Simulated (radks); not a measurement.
Results of a calculation; reference values are marked as such.
Task: The mean radii <r> (bohr) of the occupied orbitals of an atom or ion are listed with their occupations. Code: a radial shooting solver on a logarithmic mesh with Libxc functionals. Model: Dirac Kohn-Sham, PBE, spin-unpolarised, spherical densities, finite nucleus; Fermi nuclear charge, rms radius of each element as measured or else 0.836 A^(1/3) + 0.57 fm.

| orbital | occ. | <r> |
|---|---|---|
| 1s1/2 | 2 | 0.06959 |
| 2s1/2 | 2 | 0.3247 |
| 2p1/2 | 2 | 0.2880 |
| 2p3/2 | 4 | 0.2907 |
| 3s1/2 | 2 | 0.9747 |
| 3p1/2 | 2 | 1.022 |
| 3p3/2 | 4 | 1.029 |

Name the element and its charge. Open shells, if any, are shared by 2j + 1.

Result: Z = 22, titanium, charge +4: Ti4+ in [Ar]. The 1s radius gives Z: for a bare nucleus <r> = (2 gamma + 1)/(2Z) with gamma = sqrt(1 - (Z/c)^2), 0.06759 bohr for Z = 22, and screening makes it slightly larger (0.06959 here). The occupations add up to 18, and the charge is Z minus that.
